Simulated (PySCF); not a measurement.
# SMILES C#C[C@H]1C/C(=C/F)C1=C, C₈H₇F

Geometry:
```csv
atom,x (Å),y (Å),z (Å)
C1,3.101,0.412,0.664
C2,2.082,0.104,0.116
C3,0.834,-0.267,-0.503
C4,0.074,-1.444,0.171
C5,-1.069,-0.498,0.436
C6,-2.256,-0.670,0.993
F7,-3.142,0.335,1.126
C8,-0.351,0.626,-0.159
C9,-0.603,1.913,-0.324
H10,4.003,0.680,1.128
H11,0.979,-0.397,-1.579
H12,-0.161,-2.277,-0.489
H13,0.556,-1.822,1.071
H14,-2.634,-1.603,1.387
H15,0.110,2.569,-0.794
H16,-1.529,2.349,0.011
```

Computed with GIAO BHandHLYP/pcSseg-1 magnetisability, rotational g tensor and spin-rotation constants, non-relativistic, gas phase (PySCF). Geometry: GFN2-xTB.

What are the magnetisability and the molar susceptibility?

Isotropic -1198 × 10⁻³⁰ J/T², or -72.1 × 10⁻⁶ cm³/mol; principal values -1293, -1179, -1121 × 10⁻³⁰ J/T², anisotropy 152 × 10⁻³⁰ J/T² (root of half the summed squared differences of the principal values). The susceptibility is in cgs units.

Split it along the inertial axes a, b, c into diamagnetic and paramagnetic parts about the centre of mass, with the quadrupole moment.


| axis | χ (10⁻⁶ cm³/mol) | diamagnetic (10⁻⁶ cm³/mol) | paramagnetic (10⁻⁶ cm³/mol) | summed x² of all electrons (Å²) | quadrupole Θ (D Å) |
| --- | --- | --- | --- | --- | --- |
| a | -72.6 | -463.1 | 390.6 | 255.4 | -3.46 |
| b | -68.8 | -1212.8 | 1144.1 | 78.7 | +4.67 |
| c | -75.1 | -1417.6 | 1342.5 | 30.5 | -1.21 |

Anisotropies 2χaa − χbb − χcc = -1.3 and 2χbb − χaa − χcc = +10.1 × 10⁻⁶ cm³/mol. Θ is traceless in Buckingham's convention.

And the rotational g tensor?


```tsv
axis	rotational constant (GHz)	g	nuclear part	electronic part
a	3.4802	-0.0262	0.6123	-0.6386
b	1.0083	-0.0117	0.5303	-0.5420
c	0.8676	-0.0061	0.5412	-0.5472
```
Asymmetric top; isotopes 12C, 19F, 1H; no vibrational averaging.
